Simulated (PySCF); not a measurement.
From one molecule to another.

First species: C9H15N.
Geometry (GFN2-xTB, Å), atoms numbered from 1 in this order:
```xyz
25
C9H15N angstrom
C      3.3987    1.4727   -0.9022
C      2.3528    0.6256   -0.3703
C      1.5087   -0.1068    0.0691
C      0.4354   -0.8944    0.6178
N     -0.7422   -0.1807    1.0410
C     -1.3381    0.7129    0.0529
C     -1.9755   -0.1054   -1.0681
C     -2.3914    1.5655    0.7541
C      0.2385   -2.2938    0.0856
C      0.8098   -2.0929    1.4538
H      3.9122    0.9653   -1.7188
H      4.1237    1.7109   -0.1236
H      2.9696    2.4011   -1.2792
H     -0.5311    0.3462    1.8843
H     -0.5768    1.3811   -0.3932
H     -1.2199   -0.6713   -1.6055
H     -2.7042   -0.7959   -0.6511
H     -2.4771    0.5558   -1.7705
H     -1.9336    2.2038    1.5075
H     -3.1197    0.9212    1.2400
H     -2.9050    2.1979    0.0350
H     -0.7758   -2.6526    0.0162
H      0.8946   -2.6361   -0.7009
H      0.1770   -2.3108    2.3003
H      1.8586   -2.2952    1.6114
```

Second species: C5H14N2Si2.
Numbering: `[CH3:1]/[CH:2]=[CH:3]\[Si@@H:4]1[CH2:5][NH:6][CH2:7][SiH2:8][NH:9]1` (hydrogens: H10, H11, H12 on C1; H13 on C2; H14 on C3; H15 on Si4; H16, H17 on C5; H18 on N6; H19, H20 on C7; H21, H22 on Si8; H23 on N9)

Levels: PBE0/pcSseg-1 for HOMO energy, LUMO energy and HOMO–LUMO gap. Geometries: GFN2-xTB. All species are isolated and taken at one optimised geometry, non-relativistic unless stated; the electronic structure was computed with PySCF and density fitting.

Dipoles, sizes and rotational constants follow the conformer. The torsions of the flexible species, by atom-mapped SMILES:
- `[CH3:1][C:2]#[C:3][C:4]1([NH:5][CH:6]([CH3:7])[CH3:8])[CH2:9][CH2:10]1`: C3–C4–N5–C6 53°, C4–N5–C6–C7 70°

The conformers of `C/C=C\[Si@@H]1CNC[SiH2]N1` aren't listed.

```csv
property,column X,column Y
HOMO energy,-6.59 eV,-5.64 eV
LUMO energy,1.36 eV,-0.30 eV
HOMO–LUMO gap,7.95 eV,5.34 eV
```

**Question.** Which column belongs to which species?

**Answer.** Column X is the first species and column Y the second. The first has 25 atoms and 76 electrons, the second 23 and 86.

**Question.** How does each property change from the first species to the second?

**Answer.** HOMO energy +0.95 eV; LUMO energy -1.66 eV; HOMO–LUMO gap -2.61 eV.

